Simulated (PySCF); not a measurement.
Deuteron quadrupole couplings in `CC1(C)C[C@H](F)[SiH2]1`

Species: C5H11FSi.
Numbering: `[CH3:1][C:2]1([CH3:3])[CH2:4][C@H:5]([F:6])[SiH2:7]1` (hydrogens: H8, H9, H10 on C1; H11, H12, H13 on C3; H14, H15 on C4; H16 on C5; H17, H18 on Si7)

Cartesian coordinates in Å at the GFN2-xTB level; atoms count from 1:
```xyz
18
C5H11FSi angstrom
C     -1.4642   -1.1153   -0.2270
C     -0.4177   -0.0533    0.0873
C     -1.1043    1.2030    0.6159
C      0.4884    0.2803   -1.1251
C      1.8621    0.2692   -0.4388
F      2.8132   -0.4401   -1.1563
Si     1.1232   -0.5869    1.1255
H     -2.1488   -0.7590   -0.9969
H     -2.0456   -1.3536    0.6616
H     -0.9961   -2.0307   -0.5828
H     -1.8114    1.5876   -0.1194
H     -1.6519    0.9854    1.5307
H     -0.3770    1.9835    0.8304
H      0.2415    1.2215   -1.6160
H      0.4554   -0.5133   -1.8710
H      2.2881    1.2674   -0.3052
H      1.3592    0.0831    2.4020
H      1.3772   -2.0223    1.1735
```

Level: PBE0/pcSseg-1 (PySCF, non-relativistic); Q(2H) = 0.00286 b; rigid geometry, the same for H and D, with no vibrational averaging.

**Question.** Rank these positions by the coupling χzz of a deuteron there, largest first.
A. H11 (methyl hydrogen)
B. H16 (methine hydrogen)
C. H18 (Si–H hydrogen)

**Answer.** A (209 kHz), B (200 kHz), C (112 kHz).

**Question.** What are Vzz, η and χzz (234.96 MHz × Q × Vzz) at all hydrogens?

**Answer.** 
| atom | bonded to | bond length (Å) | Vzz (au) | η | χzz (kHz) |
| --- | --- | --- | --- | --- | --- |
| H8 | C1 | 1.090 | 0.3110 | 0.02 | 209 |
| H9 | C1 | 1.088 | 0.3146 | 0.02 | 211 |
| H10 | C1 | 1.088 | 0.3140 | 0.02 | 211 |
| H11 | C3 | 1.090 | 0.3104 | 0.02 | 209 |
| H12 | C3 | 1.088 | 0.3144 | 0.02 | 211 |
| H13 | C3 | 1.088 | 0.3143 | 0.03 | 211 |
| H14 | C4 | 1.090 | 0.3100 | 0.01 | 208 |
| H15 | C4 | 1.090 | 0.3076 | 0.01 | 207 |
| H16 | C5 | 1.094 | 0.2980 | 0.10 | 200 |
| H17 | Si7 | 1.461 | 0.1650 | 0.01 | 111 |
| H18 | Si7 | 1.459 | 0.1669 | 0.02 | 112 |

**Question.** Average by the element that carries the hydrogen.

**Answer.** on C: 209 kHz over 9 positions, mean bond length 1.090 Å; on Si: 112 kHz over 2 positions, mean bond length 1.460 Å.

The structure is a single GFN2-xTB conformer in the gas phase; no vibrational or solvent corrections. GFN2-xTB bond lengths can be off by several hundredths of an ångström, more for odd bonds, and the gradients follow them. With so small a basis the couplings can be 20 % off.
